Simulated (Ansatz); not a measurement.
Consider the ligand exchange at a B–C bond: `CBC#CCC` + `C[SiH2]N` → `CBN[SiH2]C` + `C#CCC`.

Calculated with Ansatz (gas phase, PBE0-D4/def2-TZVP geometries, no zero-point term in ΔE). CBS: MP2 limit from def2 TZ/QZ plus the TZ coupled-cluster correction, frozen cores. Functionals use def2-TZVPP. B3LYP here is the variant with VWN-RPA as its local correlation; programs differ in this. Each species was taken in one conformer, which may not be the lowest.

```json
{"level": "PBE0-D4", "ΔE (kJ/mol)": "-71.1", "difference from CCSD(T)/CBS": "7.0"}
{"level": "ωB97X-V", "ΔE (kJ/mol)": "-76.3", "difference from CCSD(T)/CBS": "1.8"}
{"level": "B2PLYP", "ΔE (kJ/mol)": "-71.0", "difference from CCSD(T)/CBS": "7.1"}
{"level": "PBE0", "ΔE (kJ/mol)": "-67.1", "difference from CCSD(T)/CBS": "11.0"}
{"level": "B3LYP", "ΔE (kJ/mol)": "-65.5", "difference from CCSD(T)/CBS": "12.6"}
{"level": "HF/def2-TZVPP", "ΔE (kJ/mol)": "-69.0", "difference from CCSD(T)/CBS": "9.1"}
{"level": "CCSD/def2-TZVPP", "ΔE (kJ/mol)": "-79.1", "difference from CCSD(T)/CBS": "-1.0"}
{"level": "CCSD(T)/def2-TZVPP", "ΔE (kJ/mol)": "-79.5", "difference from CCSD(T)/CBS": "-1.4"}
{"level": "HF/def2-QZVPP", "ΔE (kJ/mol)": "-68.7", "difference from CCSD(T)/CBS": "9.4"}
{"level": "HF/CBS(def2)", "ΔE (kJ/mol)": "-68.7", "difference from CCSD(T)/CBS": "9.4"}
{"level": "CCSD(T)/CBS", "ΔE (kJ/mol)": "-78.1", "difference from CCSD(T)/CBS": "0"}
```

Largest T1 diagnostic among the species: 0.012.

From PBE to PBE0 (25 % exact exchange), in def2-TZVPP and without D4, ΔE moves by −3.6 kJ/mol. The D4 term adds −7.2 kJ/mol with B3LYP and −4.0 kJ/mol with PBE0; it sums over pairs of atoms, weighted by their polarisabilities, and B3LYP, whose exchange is more repulsive, gets the larger term. In def2-TZVPP, CCSD(T) changes the Hartree–Fock value by −10.5 kJ/mol (the triples alone add −0.5 kJ/mol) and MP2 by −9.2 kJ/mol.
